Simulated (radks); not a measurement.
Values are calculated unless marked as measured or tabulated.
Removal energies from the erbium ion Er10+, [Kr] 4d10 4f(5/2: 6, 7/2: 2) 5s2 5p(1/2: 2, 3/2: 0), by Delta-SCF beside the eigenvalue of the level emptied. Level of theory: Dirac Kohn-Sham, BLYP, spin-unpolarised, spherical densities, finite nucleus; Fermi nuclear charge, rms radius of each element as measured or else 0.836 A^(1/3) + 0.57 fm (a radial shooting solver on a logarithmic mesh with Libxc functionals). Sub-shells are occupied by j as written (lower j first in brackets).

| removed from | final configuration | Delta-SCF (eV) | -eigenvalue (eV) |
|---|---|---|---|
| 5p1/2 | [Kr] 4d10 4f(5/2: 6, 7/2: 2) 5s2 5p(1/2: 1, 3/2: 0) | 192.83 | 183.29 |
| 4f7/2 | [Kr] 4d10 4f(5/2: 6, 7/2: 1) 5s2 5p(1/2: 2, 3/2: 0) | 198.01 | 183.00 |
| 4f5/2 | [Kr] 4d10 4f(5/2: 5, 7/2: 2) 5s2 5p(1/2: 2, 3/2: 0) | 199.53 | 184.45 |
| 5s1/2 | [Kr] 4d10 4f(5/2: 6, 7/2: 2) 5s1 5p(1/2: 2, 3/2: 0) | 220.10 | 210.04 |
